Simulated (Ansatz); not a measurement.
Born–Oppenheimer molecular dynamics of C$_{2}$H$_{10}$OSi$_{2}$ (15 atoms, charge 0, multiplicity 1). It goes on from the last frame of an earlier run, with new velocities.

These are results of RKS PBE-D4/6-31G* in Ansatz 0.2.0, not measurements.

```json
{
 "ensemble": "NVT, Langevin thermostat",
 "time step": "0.5 fs",
 "steps asked": "166",
 "set temperature": "3000 K",
 "friction": "0.001 /fs",
 "masses": "H 3.016 u",
 "seed": "972800"
}
```

Frames 2.5 fs apart, positions in Å.

Velocities at 40 fs (Å/ps):

```
Si 4.37 -5.46 6.80
H -23.66 15.12 2.63
C -2.77 -2.96 -22.15
H 35.64 31.54 13.66
H -42.65 -9.46 -9.26
H -50.35 -11.07 -33.90
Si -9.12 -0.94 -0.19
H -8.47 -23.25 -13.31
H -4.05 1.88 3.69
H -5.77 -35.74 -29.81
O 11.67 13.69 10.66
C 1.74 3.88 9.33
H 22.67 11.38 -26.07
H -26.11 -23.72 30.02
H 68.38 8.04 21.07
```

```xyz
15
Properties=species:S:1:pos:R:3 time_fs=40 energy_less_start_eV=1.248 T=2189
Si 0.175 -0.112 0.356
H 0.595 0.000 1.831
C 1.562 0.578 -0.996
H 2.376 -0.251 -1.273
H 1.294 1.179 -1.935
H 2.021 1.405 -0.250
Si -1.439 1.402 -0.938
H -1.552 2.354 0.344
H -0.469 2.488 -1.729
H -2.796 0.778 -1.633
O 0.013 -1.795 0.248
C -1.339 -2.397 0.259
H -1.169 -3.285 0.833
H -2.097 -1.663 0.713
H -1.650 -2.704 -0.688
15
Properties=species:S:1:pos:R:3 time_fs=42.5 energy_less_start_eV=1.496 T=2040
Si 0.184 -0.125 0.371
H 0.535 0.049 1.832
C 1.557 0.571 -1.045
H 2.452 -0.155 -1.233
H 1.187 1.146 -1.948
H 1.895 1.364 -0.347
Si -1.461 1.401 -0.937
H -1.584 2.292 0.295
H -0.494 2.473 -1.720
H -2.797 0.698 -1.697
O 0.039 -1.759 0.274
C -1.331 -2.380 0.289
H -1.121 -3.268 0.782
H -2.153 -1.734 0.783
H -1.490 -2.695 -0.665
15
Properties=species:S:1:pos:R:3 time_fs=45 energy_less_start_eV=1.778 T=1798
Si 0.193 -0.136 0.380
H 0.479 0.119 1.822
C 1.553 0.562 -1.082
H 2.509 -0.040 -1.187
H 1.085 1.093 -1.948
H 1.784 1.326 -0.443
Si -1.482 1.401 -0.936
H -1.634 2.236 0.242
H -0.548 2.425 -1.714
H -2.769 0.641 -1.741
O 0.059 -1.728 0.297
C -1.314 -2.351 0.328
H -1.078 -3.283 0.769
H -2.189 -1.827 0.834
H -1.357 -2.693 -0.698
15
Properties=species:S:1:pos:R:3 time_fs=47.5 energy_less_start_eV=2.073 T=1648
Si 0.201 -0.139 0.383
H 0.421 0.203 1.815
C 1.547 0.542 -1.114
H 2.549 0.078 -1.149
H 0.987 1.023 -1.931
H 1.704 1.346 -0.504
Si -1.503 1.400 -0.934
H -1.715 2.197 0.204
H -0.619 2.361 -1.711
H -2.714 0.609 -1.766
O 0.070 -1.705 0.321
C -1.286 -2.321 0.364
H -1.047 -3.328 0.781
H -2.205 -1.926 0.867
H -1.266 -2.682 -0.749
15
Properties=species:S:1:pos:R:3 time_fs=50 energy_less_start_eV=2.023 T=1679
Si 0.214 -0.132 0.378
H 0.361 0.300 1.817
C 1.534 0.511 -1.138
H 2.577 0.187 -1.127
H 0.894 0.928 -1.922
H 1.640 1.429 -0.530
Si -1.524 1.393 -0.935
H -1.826 2.184 0.193
H -0.694 2.293 -1.719
H -2.635 0.598 -1.773
O 0.073 -1.694 0.350
C -1.246 -2.307 0.390
H -1.025 -3.361 0.808
H -2.208 -2.015 0.888
H -1.213 -2.652 -0.776
15
Properties=species:S:1:pos:R:3 time_fs=52.5 energy_less_start_eV=1.780 T=1835
Si 0.228 -0.117 0.365
H 0.305 0.409 1.820
C 1.519 0.484 -1.147
H 2.605 0.284 -1.131
H 0.818 0.815 -1.925
H 1.584 1.526 -0.552
Si -1.543 1.383 -0.935
H -1.966 2.198 0.201
H -0.765 2.233 -1.740
H -2.539 0.603 -1.763
O 0.068 -1.692 0.382
C -1.197 -2.313 0.399
H -1.014 -3.369 0.835
H -2.194 -2.082 0.904
H -1.196 -2.602 -0.760
15
Properties=species:S:1:pos:R:3 time_fs=55 energy_less_start_eV=1.456 T=2023
Si 0.244 -0.091 0.347
H 0.267 0.525 1.813
C 1.497 0.468 -1.132
H 2.621 0.366 -1.159
H 0.755 0.685 -1.935
H 1.532 1.598 -0.592
Si -1.562 1.370 -0.929
H -2.131 2.224 0.209
H -0.826 2.197 -1.776
H -2.444 0.616 -1.748
O 0.060 -1.699 0.418
C -1.148 -2.342 0.395
H -1.008 -3.354 0.850
H -2.154 -2.121 0.903
H -1.212 -2.546 -0.704
15
Properties=species:S:1:pos:R:3 time_fs=57.5 energy_less_start_eV=1.284 T=2126
Si 0.260 -0.059 0.327
H 0.241 0.635 1.786
C 1.473 0.469 -1.100
H 2.608 0.431 -1.201
H 0.720 0.547 -1.956
H 1.474 1.638 -0.654
Si -1.581 1.355 -0.913
H -2.297 2.247 0.205
H -0.874 2.188 -1.838
H -2.371 0.621 -1.748
O 0.054 -1.706 0.462
C -1.107 -2.388 0.382
H -0.997 -3.332 0.861
H -2.093 -2.130 0.890
H -1.258 -2.499 -0.639
15
Properties=species:S:1:pos:R:3 time_fs=60 energy_less_start_eV=0.947 T=2308
Si 0.275 -0.021 0.304
H 0.227 0.733 1.735
C 1.450 0.491 -1.057
H 2.566 0.474 -1.249
H 0.723 0.406 -1.972
H 1.408 1.635 -0.740
Si -1.597 1.341 -0.888
H -2.450 2.263 0.186
H -0.905 2.201 -1.915
H -2.345 0.586 -1.780
O 0.056 -1.707 0.514
C -1.076 -2.440 0.372
H -0.976 -3.343 0.880
H -2.019 -2.112 0.864
H -1.333 -2.469 -0.619
15
Properties=species:S:1:pos:R:3 time_fs=62.5 energy_less_start_eV=0.711 T=2552
Si 0.285 0.016 0.280
H 0.228 0.815 1.660
C 1.427 0.525 -1.016
H 2.511 0.502 -1.297
H 0.772 0.267 -1.964
H 1.335 1.603 -0.847
Si -1.610 1.329 -0.860
H -2.592 2.266 0.146
H -0.934 2.219 -1.990
H -2.351 0.522 -1.842
O 0.065 -1.699 0.569
C -1.058 -2.490 0.373
H -0.943 -3.402 0.910
H -1.944 -2.079 0.837
H -1.431 -2.460 -0.653
15
Properties=species:S:1:pos:R:3 time_fs=65 energy_less_start_eV=1.213 T=2354
Si 0.288 0.051 0.259
H 0.240 0.887 1.565
C 1.408 0.560 -0.988
H 2.450 0.507 -1.339
H 0.852 0.138 -1.924
H 1.255 1.590 -0.964
Si -1.620 1.317 -0.831
H -2.717 2.256 0.075
H -0.969 2.242 -2.046
H -2.372 0.443 -1.903
O 0.082 -1.683 0.625
C -1.048 -2.531 0.376
H -0.904 -3.496 0.935
H -1.874 -2.034 0.832
H -1.520 -2.473 -0.703
15
Properties=species:S:1:pos:R:3 time_fs=67.5 energy_less_start_eV=1.902 T=2091
Si 0.285 0.081 0.245
H 0.266 0.954 1.469
C 1.393 0.584 -0.979
H 2.401 0.497 -1.363
H 0.943 0.025 -1.864
H 1.173 1.621 -1.096
Si -1.631 1.305 -0.804
H -2.819 2.224 -0.018
H -1.014 2.260 -2.072
H -2.391 0.362 -1.946
O 0.107 -1.659 0.679
C -1.043 -2.566 0.375
H -0.867 -3.595 0.935
H -1.821 -1.989 0.856
H -1.573 -2.506 -0.730
```

Of the whole run (83 fs, mean temperature of the second half 2028 K): The mean temperature of the second half is 32 % below the set value. A run of 0.083 ps of so small a system gives no equilibrium averages.

Time of the run: 3.9 min on 4 threads of Arm Neoverse V1, with other jobs on the host, peak memory 0.17 GiB.
